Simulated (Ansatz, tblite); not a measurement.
Cost and result up the ladder for H12Au13⁺ (relaxed from a model of Au13(H)12, whose bonding it doesn't keep) (25 atoms). Total charge 1; singlet. Geometry: PBE-D4/def2-SVP.

```xyz
25

Au   -0.6800    0.1286    0.0218
Au   -0.9085   -2.8051   -0.7429
Au   -2.9934    1.7104   -0.3950
Au    1.6641   -0.9770    2.4692
Au    1.8579    1.8248    0.2327
Au   -0.6007    0.0775    3.7049
Au   -2.5975    1.0620    2.1526
Au    2.4802   -0.8073   -0.2742
Au    0.2049    0.4676   -3.8761
Au   -0.4770    2.0886   -1.8481
Au   -0.5239    2.8535    0.9050
Au    1.0267   -1.7239   -2.4456
Au   -1.1531   -1.9000    1.8565
H    -0.3950   -2.9052   -2.3855
H    -4.4912    2.1773   -0.1298
H     2.7850   -1.5898    1.3473
H     3.2711    0.9840   -0.0304
H     0.9147   -0.6484    4.0479
H    -2.2765    0.7449    3.8051
H     2.3464   -0.5791   -2.0277
H     0.6624   -1.1594   -4.1891
H    -0.2744    2.1685   -3.6120
H     0.0707    4.1932    1.5439
H     1.8448   -2.2913   -0.9173
H    -1.7577   -3.0944    0.7870
```

Ansatz on 2 threads of AMD EPYC 7R13 on a shared host and a share (18 GiB) of an NVIDIA H100 80GB HBM3; xTB runs through tblite on one thread. Times are rough, summed over both states, and most runs start from the orbitals of an earlier one. PBE0-D4/def2-TZVP serves as the yardstick here, not as an exact answer. The other state is a triplet.

In the def2 sets Au takes a core potential; there is no spin–orbit coupling. The xTB rows come from tblite. Single mean-field runs in def2-TZVP are fitted with def2-universal-jkfit.

xTB has no spin-polarisation term.

| level | functions | wall time | vertical triplet (eV) | difference from PBE0-D4/def2-TZVP (eV) |
| --- | --- | --- | --- | --- |
| GFN2-xTB | 129 | 0.2 s | 1.89 | 0.20 |
| GFN1-xTB | 141 | 0.24 s | 1.09 | -0.60 |
| PBE-D4/def2-TZVP | 592 | 18 s | 1.48 | -0.21 |
| PBE0-D4/def2-TZVP (with forces) | 592 | 25 s | 1.69 | 0.00 |
